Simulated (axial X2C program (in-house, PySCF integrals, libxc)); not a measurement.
# CuGe: cheaper levels and CCSD(T), two-component

All values were computed with an axial X2C code built on PySCF integrals. Two-component (2c) means X2C with spin–orbit coupling and atomic mean-field two-electron Coulomb and Gaunt terms. Basis: Ge dyall-cv3z [9s9p7d4f1g], Cu dyall-cv3z [9s9p6d3f2g] (cores contracted in-house); Gaussian nuclei, density fitting, unrestricted open shells. Masses: Ge 73.921 u, Cu 62.930 u.

State: Ω = 1/2 (⟨Sz⟩ = -0.50, ⟨Lz⟩ = 1.00 at HF); fragments Ge + Cu.

| level | Re (Å) | ωe (cm⁻¹) |
| --- | --- | --- |
| PBE0 | 2.269 | 255.9 |
| HF | 2.477 | 170.0 |
| CCSD | 2.292 | 246.6 |
| M06 | 2.286 | 252.3 |

Correlated methods: 15 electrons correlated (number of frozen shells: Ge 3 s, 2 p, 1 d; Cu 3 s, 2 p), 285 virtual spin orbitals or spinors in MP2, 90 natural virtuals in coupled cluster.

CCSD(T), same Hamiltonian and basis:

Re = 2.258 Å, ωe = 262.1 cm⁻¹; T1 = 0.037 (Lee–Taylor normalisation).

Question: Give the differences from CCSD(T) in the columns below.

Answer: 

```csv
level,ΔRe (Å),Δωe (cm⁻¹)
PBE0,0.011,-6.2
HF,0.219,-92.1
CCSD,0.034,-15.5
M06,0.028,-9.8
```

One determinant describes the state; a PBE0 search over occupations chose it and may have missed a lower one. De is not given where an atomic determinant may have missed its ground term or J level, or where the truncated virtual space spoils (T). Density functionals use the spin component along the axis (collinear). CCSD and (T) use frozen natural virtuals with an MP2 correction for the truncation; (T) itself is uncorrected, so its De runs slightly low. The functionals have no current-density term, which raises determinants with orbital currents, atoms included. The determinant is spin-polarised beyond a pure state at some levels (its spin-free form has ⟨S²⟩ too high), which makes Re and μ there less reliable. The stretched end of a curve changes character and is left out. With the outer-core shells frozen, correlated bond lengths of heavy atoms tend to come out a few hundredths of an ångström too long.
